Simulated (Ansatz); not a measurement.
Tuning the range parameter of LC-ωPBE so that −HOMO meets the ionisation energy; basis def2-SVP, Ansatz. System: Pb5O8H6, a hydroxylated oxide cluster. Total charge 0; singlet. Geometry: PBE-D4/def2-SVP. The ionised state is a doublet.

Geometry of the singlet:

Cartesian coordinates in Å:
```
Pb -0.184 -0.212 0.045
Pb -0.434 2.488 2.014
Pb -0.831 2.447 -2.027
Pb 2.062 -0.620 -2.409
Pb 2.909 -0.066 1.524
O -0.862 0.337 2.772
O 1.252 1.304 1.252
O -1.355 1.966 0.045
O 0.810 1.059 -1.749
O -1.930 0.320 -2.781
O 1.180 -1.178 2.965
O 2.106 -1.107 -0.228
O -0.103 -1.442 -2.543
H -1.732 0.119 3.156
H 0.320 -0.567 2.971
H -1.205 -0.446 -2.757
H -2.631 0.028 -2.168
H 0.883 -2.035 2.603
H -0.256 -2.395 -2.684
```

In the def2 sets Pb takes a core potential; there is no spin–orbit coupling.

| ω (1/bohr) | HOMO (eV) | LUMO (eV) | vertical IE (eV) | HOMO + IE (eV) |
| --- | --- | --- | --- | --- |
| 0.1 | -5.97 | 0.12 | 6.70 | 0.74 |
| 0.15 | -6.47 | 0.62 | 6.79 | 0.32 |
| 0.2 | -6.87 | 0.97 | 6.90 | 0.03 |
| 0.3 | -7.49 | 1.37 | 7.15 | -0.34 |

(1) Where does the tuning condition hold?

Answers

(1) Near ω = 0.21 bohr⁻¹, by linear interpolation.
